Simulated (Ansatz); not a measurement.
Consider the cleavage of the Sn–B bond: `[BH2][SnH2][SiH3]` + `[OH][AlH2]` → `[AlH2][O][SnH2][SiH3]` + BH₃.

Program: Ansatz. Geometries: PBE0-D4/def2-TZVP. ΔE: electronic, gas phase. CBS: MP2 limit from def2 TZ/QZ plus the TZ coupled-cluster correction, frozen cores. This one scheme is used for every species. Functionals use def2-TZVPP. HSE06 is defined as in plane-wave codes. Elements past krypton have def2 core potentials. For Sn outer-core shells are correlated without core-valence functions, which leaves a few kJ/mol of doubt a bond. Each species was taken in one conformer, which may not be the lowest.

| level | ΔE (kJ/mol) |
| --- | --- |
| r2SCANh | -27.1 |
| HSE06 | -17.4 |

(1) What does CCSD(T)/CBS give? (Best estimate.)

Largest T1 diagnostic among the species: 0.014.

Answers

(1) The calculation gave: -33.6 kJ/mol. The listed levels differ from it by 6.5, 16.2 kJ/mol.

From BLYP to BHLYP (50 % exact exchange), in def2-TZVPP and without D4, ΔE moves by −5.5 kJ/mol. In def2-TZVPP, CCSD(T) changes the Hartree–Fock value by +15.9 kJ/mol (the triples alone add −0.4 kJ/mol) and MP2 by +13.7 kJ/mol. At CCSD(T), def2-SVP lies −4.9 kJ/mol from the extrapolated value and def2-TZVPP +2.6 kJ/mol.
